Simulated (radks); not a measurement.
Values are calculated unless marked as measured or tabulated.
Problem. The mean radii <r> (bohr) of the occupied orbitals of an atom or ion are listed with their occupations. Code: a radial shooting solver on a logarithmic mesh with Libxc functionals. Model: scalar-relativistic Kohn-Sham, LDA (Slater exchange, VWN5 correlation), spin-polarised, spherical densities, finite nucleus; Fermi nuclear charge, rms radius of each element as measured or else 0.836 A^(1/3) + 0.57 fm.

orbital  occ.      <r>
1s          2  0.02494

Name the element and its charge. Open shells, if any, are filled with parallel spins first.

Solution. Z = 57, lanthanum, charge +55: La55+ in [He]. The 1s radius gives Z: for a bare nucleus <r> = (2 gamma + 1)/(2Z) with gamma = sqrt(1 - (Z/c)^2), 0.02473 bohr for Z = 57, and screening makes it slightly larger (0.02494 here). The occupations add up to 2, and the charge is Z minus that.
